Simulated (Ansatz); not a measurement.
```yaml
crystal:
  periodic: [false, false, false]
  atoms:
    - {symbol: C, position_ang: [-0.222681, 0.126718, 1.459480]}
    - {symbol: N, position_ang: [-0.173387, -0.406540, 0.087067]}
    - {symbol: C, position_ang: [1.182272, -0.840844, -0.292214]}
    - {symbol: Al, position_ang: [-0.881210, 0.914121, -1.209859]}
    - {symbol: F, position_ang: [-0.784101, 0.062038, -2.629881]}
    - {symbol: F, position_ang: [-2.406173, 1.174739, -0.611099]}
    - {symbol: F, position_ang: [0.206938, 2.152998, -1.018441]}
    - {symbol: H, position_ang: [0.150909, -0.606775, 2.178448]}
    - {symbol: H, position_ang: [-1.249903, 0.396139, 1.702057]}
    - {symbol: H, position_ang: [0.394855, 1.023704, 1.505092]}
    - {symbol: H, position_ang: [-0.791378, -1.212870, 0.036802]}
    - {symbol: H, position_ang: [1.567377, -1.582658, 0.411989]}
    - {symbol: H, position_ang: [1.155670, -1.260078, -1.297271]}
    - {symbol: H, position_ang: [1.837610, 0.030106, -0.293169]}
basis:
  gaussian: {orbitals: def2-TZVPP}
hamiltonian: {xc: {name: BLYP}}
accuracy: high
scf: {lower_state_search: full}
```

```sh
$ ansatz run in.yaml --threads 4 --pin off --events-out ev --progress --plain --max-ram 11315MiB
```

Shortened log:

```
Functional definition: BLYP
5806 factors; integrals over basis functions are off by at most 4.8e-8 eV
mean field evaluation 1: about -18418.2685 eV, gradient 1.0e2 eV
mean field evaluation 2: about -18418.2575 eV, gradient 1.0e2 eV
mean field evaluation 4: about -18435.7391 eV, gradient 2.2e1 eV
mean field evaluation 8: about -18436.5384 eV, gradient 1.1e0 eV
mean field evaluation 16: about -18436.5391 eV, gradient 1.4e-4 eV
mean field -18436.53912971 eV, -677.5303162818 hartree, gradient 6.2e-8 eV, S^2 0.000000; 0 other end points of the search recorded, 0 dependent functions left out
reference -18436.53919662 eV, -677.5303187408 hartree; 33, 33 occupied and 293, 293 virtual orbitals, 5806 factors
Total energy: -18436.53919662 eV, -677.5303187408 hartree
```

Hardware: 4 threads of an Arm Neoverse V2 on a shared host. Wall time 33 s, peak host memory 3.2 GiB.
